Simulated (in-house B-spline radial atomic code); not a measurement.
# The silicon ion Si⁺: [Ne] 3s2 3p1

Method: Dirac-Kohn-Sham LDA exchange-only, spherical fractional occupations, Fermi nucleus of rms radius 3.1224 fm. Calculated with an all-electron radial atomic-structure program (B-spline basis).

Screening seen three ways: the hydrogenic charge with the same mean radius, Z_r = [3n² - l(l+1)]/(2<r>), the one with the same energy, Z_e = n√(-2ε), and Slater's rules. Values are occupation-weighted means over j.

| shell | electrons | ε (eV) | <r> (bohr) | Z_r | Z_e | Slater |
| --- | --- | --- | --- | --- | --- | --- |
| 1s | 2 | -1785.7 | 0.1117 | 13.43 | 11.46 | 13.70 |
| 2s | 2 | -146.4 | 0.5708 | 10.51 | 6.56 | 9.85 |
| 2p | 6 | -103.28 | 0.539 | 9.28 | 5.51 | 9.85 |
| 3s | 2 | -17.881 | 2.069 | 6.52 | 3.44 | 4.50 |
| 3p | 1 | -10.623 | 2.496 | 5.01 | 2.65 | 4.50 |

The least bound orbital is 3p3/2 at -10.61 eV, and it is also the most diffuse (<r> = 2.498 bohr).

Spin-orbit splittings of the orbital energies (j = l + 1/2 above j = l - 1/2 when positive): 2p 0.6459 eV, 3p 0.04114 eV.

For the 1s electron the small component carries 0.244 % of the norm, the zero-frequency Breit interaction raises the level by 1.115 eV, self-energy by 0.4754 eV, and vacuum polarisation lowers it by 0.02951 eV.
